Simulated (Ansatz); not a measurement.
Correlation energies of CH4SSeSi (`C1S[SiH2][Se]1`) by basis set

Cartesian coordinates in Å:
```
C -1.0824 -0.2153 0.8138
S 0.1652 1.1130 0.9256
Si 1.0760 0.2322 -0.7915
Se -0.5787 -1.3253 -0.7438
H -2.0720 0.2072 0.6542
H -1.0679 -0.8250 1.7145
H 1.1079 1.0989 -1.9980
H 2.4519 -0.2856 -0.5748
```

Charge 0, multiplicity 1. Correlated methods include outer-core shells of Se, which these sets cover unevenly. Scalar relativity is left out up to krypton. Geometry: relaxed with PBE0-D4/def2-TZVP. Frozen core, restricted reference, Ansatz.

| basis | HF (Eh) | MP2 corr. |
| --- | --- | --- |
| def2-SVP | -3125.98518 | -0.59450 |
| def2-TZVPP | -3126.57415 | -0.73245 |
| def2-QZVPP | -3126.64319 | -1.07193 |

**Question.** Estimate the CCSD correlation energy and the (T) correction in each basis where they were run (hartree).

**Answer.** 
| basis | CCSD corr. | (T) |
| --- | --- | --- |
| def2-SVP | -0.63325 | -0.02061 |
| def2-TZVPP | -0.77016 | -0.03518 |
